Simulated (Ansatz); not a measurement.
**Pulling the pair apart**

The pair of Li⁺ (SMILES [Li+], atom 1) and CO (SMILES [C-]#[O+], atoms 2–3), both closed shells, in one local arrangement (a lower one may exist), relaxed at PBE0-D4/def2-TZVP:

```json
{"atom": "Li1", "x (Å)": "-0.0242", "y (Å)": "-0.0885", "z (Å)": "-1.6728"}
{"atom": "C2", "x (Å)": "0.0204", "y (Å)": "0.0747", "z (Å)": "1.4032"}
{"atom": "O3", "x (Å)": "0.0038", "y (Å)": "0.0137", "z (Å)": "0.2695"}
```

CO is shifted rigidly along the line between the mean atom positions of the two fragments (negative: closer). Counterpoise interaction energies in kcal/mol. Computed with Ansatz 0.2.0 (basis: def2-TZVPPD); correlated methods freeze the cores. The outer core shell of Li, Na, Mg and K is correlated.

```csv
shift (Å),PBE-D4,PBE0-D4,MP2
-0.19,-9.40,-10.82,-6.92
-0.10,-11.14,-12.34,-8.85
0.00,-11.72,-12.73,-9.59
0.10,-11.60,-12.46,-9.61
0.23,-10.85,-11.54,-8.99
0.49,-9.13,-9.59,-7.17
0.97,-5.60,-5.96,-4.11
1.95,-2.06,-2.40,-1.39
```

Problem. What does CCSD(T) give at these shifts? (Judge from chemistry; the value comes from the calculation.)

Solution. The calculation gives: -8.90, -10.66, -11.26, -11.15, -10.38, -8.32, -4.95, -1.91 kcal/mol. For zero shift, CCSD(T) at an estimated basis limit (MP2 extrapolated from triple and quadruple zeta, plus CCSD(T) − MP2 in triple zeta) gives -11.97 kcal/mol. These are counterpoise interaction energies, counted from the two frozen fragments.

No T1 diagnostic of these runs exceeds 0.018.

For scale, one of the runs: CCSD(T)/def2-TZVPPD, 99 basis functions, launched by `ansatz run in.yaml --threads 2 --pin off --events-out ev --progress --plain --max-ram 5222MiB`. The run took about 1.2 s on 2 CPU threads (shared host).
